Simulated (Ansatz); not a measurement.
CH5BiO⁻, that is BiH2(OMe) with one electron more. Charge -1, multiplicity 2. Geometry r2SCAN-D4/def2-TZVP, that of the neutral singlet; atoms count from 1.

```xyz
8

Bi    1.088   -0.447   -1.260
H     0.673    0.651   -2.620
H     2.521    0.580   -0.904
O    -0.134    0.601    0.075
C    -0.874   -0.195    0.979
H    -1.576   -0.878    0.477
H    -1.462    0.484    1.605
H    -0.237   -0.795    1.647
```

In the def2 sets Bi takes a core potential; there is no spin–orbit coupling. The highest occupied level of the charge -1 doublet lies above zero (up to 1.82 eV). By energy differences it is unbound by 0.25 eV (vertical, to the charge 0 singlet, at PBE0-D4/def2-TZVPD) and held by the finite basis.

(1) Estimate the Mulliken populations from the PBE0/def2-TZVPD orbitals of Ansatz.

(2) Where does the spin sit?

(3) And the Mayer bond orders between bonded heavy atoms (over 0.3)?

Results:

(1) 
| atom | charge (e) | spin (α − β) |
| --- | --- | --- |
| Bi1 | 0.19 | 0.35 |
| H2 | -0.08 | 0.01 |
| H3 | -0.09 | 0.01 |
| O4 | -0.86 | 0.33 |
| C5 | -0.72 | 0.34 |
| H6 | 0.25 | -0.07 |
| H7 | 0.06 | 0.10 |
| H8 | 0.25 | -0.08 |
Mulliken values and Mayer orders depend strongly on the basis. With diffuse functions, as here, like atoms can get unlike values, and bond orders can come out too low or too high.

(2) Summed by element: Bi 0.35, H -0.02, O 0.33, C 0.34, of 1 unpaired in all. Largest on single atoms: Bi1 0.35, C5 0.34, O4 0.33.

(3) Bi1–O4 0.67 (2.09 Å); O4–C5 1.06 (1.41 Å).
